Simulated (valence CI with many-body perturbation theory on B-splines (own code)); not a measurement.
# Ba XVI: magnetic and hyperfine properties of the levels

Computed by valence CI with perturbative core correlation (CI+MBPT): five valence electrons over a frozen Dirac-Fock core [Kr], radial functions for each j: 7 s, 7 p, 8 d, 6 f, 4 g, 1 h, with the one-electron correlation potential Σ1, the two-electron term Σ2, the three-electron term Σ3, Breit, model QED; selected CI, second order for the rest, scaled by the run's own slope (own B-spline code, finite nucleus).

No measured levels were compared; by estimate terms of the open shell hold to 2 to 4 % of their energy, and close levels can change places. Among the levels kept, up to 540 cm⁻¹ of a level comes from second order outside the variational space, and about a tenth of that is noise between levels of different J, which matters for small intervals. Excitations out of the core, of the other parity, are not computed and may begin above about 68.7 eV (a cautious bound); beyond it only levels of the ground parity were kept, without lifetimes.

A/g_I is the dipole constant over the nuclear g factor μ/I (μ in nuclear magnetons, uniformly magnetised nucleus), B/Q the quadrupole constant per barn. Both hold the static response of the core; the bare values leave it out. Large factors of s and p1/2 electrons are usually good to 5 to 10 %; those of open d and f shells near neutrality can be off by tens of per cent, and small factors of p3/2, d and f electrons come from cancelling terms and can be off by a factor of two or in sign, in half-filled shells by more. B is blank for J = 1/2, where it vanishes, and for nearly pure S terms. Energies count from the lowest level.

Names give the largest LS component (configuration and term), which can be under half, so a name can repeat, a term be missing and a line seem to break the LS rules; names also repeat where a configuration has a term twice. Letters in brackets count levels of one name in rising energy.

```tsv
Level	E (cm⁻¹)	g	A/g_I (MHz)	A/g_I bare	B/Q (MHz/b)	B/Q bare
4d5 6S_5/2	0	1.922	-817	256	302	272
4d5 4G_5/2 [a]	34940	1.034	2560	2530	3960	3730
4d5 4G_7/2	46449	1.091	2750	2790	3440	3250
4d5 4D_3/2 [a]	48760	1.349	2470	2830	3310	3130
4d5 4G_11/2	48883	1.216	2880	3080	-67.9	-75.6
4d5 4G_5/2 [b]	50640	1.068	2520	2530	1490	1420
4d5 4G_9/2	51361	1.168	2710	2850	2670	2530
4d5 4P_1/2	56136	1.698	-888	-97.8		
4d5 4D_7/2	62505	1.290	1920	2210	732	692
4d5 2D_5/2 [a]	66982	1.273	2310	2580	-391	-374
4d5 2I_11/2	71831	1.001	3470	3400	341	323
4d5 4D_1/2	72522	0.895	5720	5520		
4d5 2F_7/2 [a]	74642	1.125	3270	3360	-4380	-4140
4d5 4D_3/2 [b]	75245	1.324	3130	3470	-2090	-1990
4d5 2G_9/2 [a]	78314	1.161	2700	2820	-339	-330
4d5 2I_13/2	79023	1.076	3410	3440	-3.98	1.95
4d5 4F_3/2	79787	0.715	4990	4560	-303	-282
4d5 2F_5/2 [a]	83390	1.030	3250	3210	-312	-281
4d5 2H_9/2	93170	1.105	3080	3140	676	641
4d5 4F_5/2	93478	1.113	2850	2910	-1990	-1880
4d5 2G_7/2 [a]	95519	1.001	4090	4020	-268	-250
4d5 2F_5/2 [b]	100720	1.036	2620	2590	239	220
4d5 2D_3/2 [a]	101240	0.722	5550	5140	-197	-176
4d5 2F_7/2 [b]	104640	1.101	3310	3370	204	198
4d5 4F_7/2	109180	1.173	2710	2850	-4100	-3880
4d5 2S_1/2	109320	1.945	-1650	-548		
4d5 2H_11/2	112230	1.066	3350	3360	-275	-238
4d5 2G_9/2 [b]	112420	1.087	3130	3160	956	918
4d5 2D_3/2 [b]	123400	0.827	4130	3840	-2660	-2520
4d5 2D_5/2 [b]	124910	1.083	3060	3090	1080	1030
4d5 2D_5/2 [c]	134320	1.124	2590	2670	-1610	-1510
4d5 2G_9/2 [c]	135770	1.110	3000	3060	-3950	-3740
4d5 2G_7/2 [b]	141290	0.926	4120	3960	4370	4140
4d5 2P_3/2	153630	1.248	2670	2910	-3090	-2930
4d5 2P_1/2	163490	0.793	434	81.0		
4d5 2D_5/2 [d]	178330	1.194	2260	2420	-2770	-2620
4d5 2D_3/2 [c]	183740	0.873	5590	5370	5040	4770
4d4.5s 6D_1/2	969010	2.939	67400	63800		
4d4.5s 6D_3/2	978860	1.823	22300	21300	2320	2190
```

Problem. Take the isotope of mass number 135, with I = 3/2, μ = 0.8381 μN and Q = 0.153 b. What is the hyperfine structure of 4d5 4G_7/2?

Solution. From the table A = 1540 MHz, B = 527 MHz. Shifts from the centre of gravity in MHz: F = 2: -10100, F = 3: -5870, F = 4: 140, F = 5: 8220.
